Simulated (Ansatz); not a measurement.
Reaction (atomization): `CS[SiH2]O[SiH3]` → C• + 8 H• + O• + S• + 2 Si•

Isolated molecules relaxed with PBE0-D4/def2-TZVP in Ansatz; ΔE leaves out vibrations. CBS: MP2 limit from def2 TZ/QZ plus the TZ coupled-cluster correction, frozen cores. This one scheme is used for every species, atoms too. DFT in def2-TZVPP. No spin–orbit coupling; open shells (•) take unrestricted orbitals. Spin–orbit coupling would lower the free atoms: a little for C, O, S, Si. Each species was taken in one conformer, which may not be the lowest.

`CS[SiH2]O[SiH3]`:

Z-matrix (Å, degrees):
```
C
S 1 1.818
H 1 1.089 2 111.1
H 1 1.089 2 106.8 3 118.7
H 1 1.090 2 110.9 3 -122.7
Si 2 2.118 1 99.8 3 67.8
O 6 1.636 2 112.7 1 -67.5
H 6 1.483 2 110.2 1 51.1
H 6 1.482 2 105.2 1 172.0
Si 7 1.641 6 139.1 2 -31.9
H 10 1.483 7 107.6 6 -173.4
H 10 1.487 7 110.1 6 67.4
H 10 1.485 7 110.8 6 -53.5
```

```csv
level,ΔE (eV)
r2SCAN-D4,46.61
PBE0-D4,46.15
HF/CBS(def2),35.02
CCSD/CBS(def2),46.19
```

Task: What does CCSD(T)/CBS give? (Estimate.)

Result: Ansatz gave: +46.73 eV. The listed levels differ from it by -0.12, -0.58, -11.71, -0.54 eV.

Largest T1 diagnostic among the species: 0.012.

In def2-TZVPP, CCSD(T) changes the Hartree–Fock value by +10.53 eV (the triples alone add +0.55 eV) and MP2 by +10.90 eV; breaking electron pairs costs correlation energy, which Hartree–Fock lacks. The D4 term adds +0.55 eV with B3LYP and +0.30 eV with PBE0; it sums over pairs of atoms, weighted by their polarisabilities, and B3LYP, whose exchange is more repulsive, gets the larger term.

B3LYP here is the variant with VWN-RPA as its local correlation; programs differ in this.

For atomizations the MP2-based limit and the directly extrapolated one differ by several kJ/mol either way, and by 10 to 25 for some Ge, Se and Sn compounds, so smaller differences from it don't rank the levels.
